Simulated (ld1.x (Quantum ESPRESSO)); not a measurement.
# Transferability test, ultrasoft potential for Bi

ld1.x (Quantum ESPRESSO) 7.5 input, shortened:

```
&input
   title='Bi', zed=83., rel=2, dft='BP', iswitch=3,
   config='[Xe] 4f14 5d10 6s2 6p2.5', rel_dist='average'
 /
 &inputp
   pseudotype=3, tm=.true., lloc=-2, rcloc=1.95,
   nlcc=.true., rcore=1.20,
   which_augfun='PSQ', rmatch_augfun=1.35
 /
6
6S  1  0   2.00   0.00  1.75  1.85  0.0
6S  1  0   0.00   3.75  1.75  1.85  0.0
6P  2  1   2.50   0.00  2.15  2.50  0.0
6P  2  1   0.00   1.15  2.15  2.50  0.0
5D  3  2  10.00   0.00  1.35  1.60  0.0
5D  3  2   0.00   1.20  1.35  1.60  0.0
 &test
   configts(1)='5d10 6s2 6p2.5'
 /
```

Open shells are filled in proportion to 2j + 1 (rel_dist='average').

Energies are relative to the spin-unpolarised reference configuration 5d10 6s2 6p2.5; without spin polarisation the order of configurations can differ from experiment.

**Question.** Give the all-electron excitation energy and the error of the potential for: 5d10 6s2 6p3; 5d10 6s2 6p2; 5d10 6s2 6p1; 5d10 6s0 6p5; 5d9 6s2 6p3; 5d10 6s2 6p3.3; 5d10 6s1 6p4.

**Answer.**

| valence configuration | charge | ΔE all-electron (eV) | error AE − PS (meV) |
| --- | --- | --- | --- |
| 5d10 6s2 6p3 | 0 | -3.245 | -0.1 |
| 5d10 6s2 6p2 | +1 | 4.975 | 0.0 |
| 5d10 6s2 6p1 | +2 | 20.577 | -1.1 |
| 5d10 6s0 6p5 | 0 | 16.828 | -23 |
| 5d9 6s2 6p3 | +1 | 30.026 | -227 |
| 5d10 6s2 6p3.3 | -0.3 | -4.424 | +0.1 |
| 5d10 6s1 6p4 | 0 | 6.625 | -5.3 |

Levels in the configuration 5d10 6s2 6p3.3:

```json
{"level": "5d j=3/2", "all-electron (eV)": "-26.708", "pseudo (eV)": "-26.706"}
{"level": "5d j=5/2", "all-electron (eV)": "-23.712", "pseudo (eV)": "-23.712"}
{"level": "6s j=1/2", "all-electron (eV)": "-12.522", "pseudo (eV)": "-12.522"}
{"level": "6p j=1/2", "all-electron (eV)": "-4.239", "pseudo (eV)": "-4.239"}
{"level": "6p j=3/2", "all-electron (eV)": "-2.422", "pseudo (eV)": "-2.422"}
```
